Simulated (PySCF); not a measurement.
F6Mo, SMILES [F][Mo]([F])([F])([F])([F])[F] (connectivity only; charge and spin as stated), charge -1, multiplicity 2.

Geometry optimised at PBE-D3(BJ)/def2-SVPD. The geometry has at least one imaginary mode, so it is a saddle point at that level. The multiplicity is an assumed one; no other spin state was optimised. The isomer is the one that the SMILES or the coordinates give; other isomers of the formula were not compared. The def2 effective core potentials stand for the cores of Mo; spin–orbit coupling is left out.

These are PBE-D3(BJ)/def2-SVPD run with PySCF 2.14.0 values and carry that method's errors.

Frequencies are harmonic and unscaled.

### Question
List the normal modes with their intensities. (An estimate is asked for; the answer gives what the named calculation found.)

### Answer

```tsv
mode	ν (cm⁻¹)	IR (km/mol)	moving atoms (share of kinetic energy)
1	112i	0.0	F 100 %
2	116	1.5	F 99 %
3	137	6.8	F 97 %
4	160	0.0	F 100 %
5	242	0.0	F 100 %
6	242	19.1	F 78 %, Mo 22 %
7	251	15.0	F 79 %, Mo 21 %
8	260	11.4	F 78 %, Mo 22 %
9	271	0.0	F 100 %
10	383	0.0	F 100 %
11	539	0.0	F 100 %
12	604	326.0	F 68 %, Mo 32 %
13	615	323.6	F 70 %, Mo 30 %
14	628	0.0	F 100 %
15	631	333.4	F 69 %, Mo 31 %
```
